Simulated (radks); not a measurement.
The numbers below are computed, except where a source is named.
Question: Spherical quantum dot in the effective-mass picture: electrons in a parabolic well V = omega^2 r^2 / 2 with omega = 0.31, with a point charge +1 (a donor) at the centre, all in effective atomic units (hartree* = m*/eps^2 hartree, bohr* = eps/m* bohr), one dielectric constant everywhere. Level of theory: non-relativistic Kohn-Sham, r2SCAN, spin-polarised, spherical densities, generalised Kohn-Sham scheme (a radial shooting solver with Libxc functionals). Levels are named by radial order and angular momentum (1s, 1p, 1d, 2s, ...), and open shells are averaged over m. Results are scaled to m* = 0.026 and eps = 5.4, for which hartree* = 24.26 meV and bohr* = 10.99 nm. At N = 29 the configuration is 1s2 1p6 1d10 2s2 1f(up 7, down 2). Does electron 30 go into 1f down or 2p up or 2p down?

Answer: Into 1f down. The total energies of the other choices lie higher by 0.504 meV (2p up), 0.855 meV (2p down).
